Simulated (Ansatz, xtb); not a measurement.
## A geometry optimisation of ClF3Ge2 with r2SCAN-D4/def2-SVP

The starting geometry of this gas-phase triplet was built from a drawn formula by distance geometry and a force field; its bonds are those of `[F][Ge][Ge]([F])([F])[Cl]`.

```xyz
6

Cl    1.6598    0.7551   -2.8561
F     1.9857   -3.3248   -2.0738
F     3.6609   -0.1086   -0.4979
F     4.8838    0.4617   -2.9916
Ge    3.2976   -2.5676   -2.8401
Ge    3.4973   -0.2910   -2.1705
```

**Question.** Predict what becomes of its bonds when it is optimised with r2SCAN-D4/def2-SVP.

**Answer.** It keeps its bonds, and is `[F][Ge][Ge]([F])([F])[Cl]`.

The energy falls by 0.24 eV over 13 steps:

```json
{"step": "1", "E − E(last) (eV)": "0.236"}
{"step": "2", "E − E(last) (eV)": "0.065"}
{"step": "4", "E − E(last) (eV)": "0.005"}
{"step": "5", "E − E(last) (eV)": "0.004"}
{"step": "6", "E − E(last) (eV)": "0.002"}
{"step": "8", "E − E(last) (eV)": "0.000"}
{"step": "9", "E − E(last) (eV)": "0.000"}
{"step": "10", "E − E(last) (eV)": "0.000"}
{"step": "12", "E − E(last) (eV)": "0.000"}
{"step": "13", "E − E(last) (eV)": "0.000"}
```

Final geometry (Å):

```json
{"atom": "Cl", "x (Å)": "1.6427", "y (Å)": "0.6798", "z (Å)": "-2.7102"}
{"atom": "F", "x (Å)": "1.8245", "y (Å)": "-3.3366", "z (Å)": "-2.4439"}
{"atom": "F", "x (Å)": "3.8084", "y (Å)": "0.1715", "z (Å)": "-0.5206"}
{"atom": "F", "x (Å)": "4.7946", "y (Å)": "0.3877", "z (Å)": "-3.0299"}
{"atom": "Ge", "x (Å)": "3.4482", "y (Å)": "-2.6954", "z (Å)": "-2.5725"}
{"atom": "Ge", "x (Å)": "3.4667", "y (Å)": "-0.2822", "z (Å)": "-2.1529"}
```

From the same start GFN2-xTB ends elsewhere, differing in Ge5–Ge6 (3.56 against 2.45 Å here).

No frequencies were run, so the end isn't proven a minimum. Open shells are spin-unrestricted. The triplet needn't be the ground state. Run with Ansatz 0.2.0, 77 s on 2 threads of Intel(R) Xeon(R) 6975P-C (Granite Rapids) (shared host).
